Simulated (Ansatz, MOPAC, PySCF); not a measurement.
Bond stretch in BCl, singlet. Each curve is given relative to its own lowest point near equilibrium.

| R / Å | A | B | C | D |
|---|---|---|---|---|
| 1.29 | 124.3 | 60.3 | 65.0 | 122.2 |
| 1.36 | 76.6 | 34.2 | 36.1 | 73.3 |
| 1.46 | 34.3 | 12.9 | 14.0 | 30.9 |
| 1.54 | 15.3 | 4.4 | 5.7 | 12.9 |
| 1.63 | 4.1 | 0.5 | 1.3 | 2.9 |
| 1.68 | 1.1 | 0.0 | 0.2 | 0.6 |
| 1.72 | 0.0 | 0.3 | 0.0 | 0.0 |
| 1.79 | 0.0 | 2.1 | 0.9 | 0.9 |
| 1.82 | 0.6 | 3.2 | 1.8 | 1.9 |
| 1.88 | 2.7 | 6.2 | 4.6 | 4.8 |
| 2.02 | 10.4 | 16.1 | 15.6 | 14.1 |
| 2.12 | 17.3 | 24.9 | 25.9 | 21.9 |
| 2.34 | 33.6 | 46.7 | 49.2 | 39.8 |
| 2.56 | 49.5 | 68.3 | 68.8 | 56.9 |
| 2.86 | 68.3 | 93.8 | 89.1 | 87.0 |
| 3.12 | 81.5 | 111.0 | 102.0 | 100.2 |
| 3.45 | 94.1 | 127.2 | 113.8 | 107.8 |
| 3.77 | 102.0 | 138.5 | 122.1 | 111.0 |
| 4.17 | 107.7 | 148.8 | 130.1 | 112.6 |
| 4.68 | 111.3 | 158.1 | 138.2 | 113.3 |
| 5.20 | 113.1 | 164.9 | 144.8 | 113.6 |
| 6.08 | 114.4 | 172.9 | 153.5 | 113.7 |
| 6.91 | 114.9 | 178.2 | 159.8 | 113.7 |

Energies in kcal/mol.

### Question
Match the curves with the methods AM1, restricted, heats of formation (MOPAC); PM3, restricted, heats of formation in MOPAC; Ansatz (a program for electronic structure) with unrestricted PBE/cc-pVDZ; MP2 on UHF/cc-pVDZ, 6 core orbitals frozen run with PySCF 2.14.0.

### Answer
A is UKS-PBE; B is PM3; C is AM1; D is UMP2.

The restricted form behind PM3, AM1 keeps the bonding electrons paired and can't separate into open-shell fragments. The unrestricted determinant behind UKS-PBE is spin-contaminated at 3.45 to 6.91 Å (<S²> up to 0.7, against 0.00 for a pure singlet). The unrestricted determinant behind UMP2 is spin-contaminated at 1.46 to 6.91 Å (<S²> up to 1.0, against 0.00 for a pure singlet).
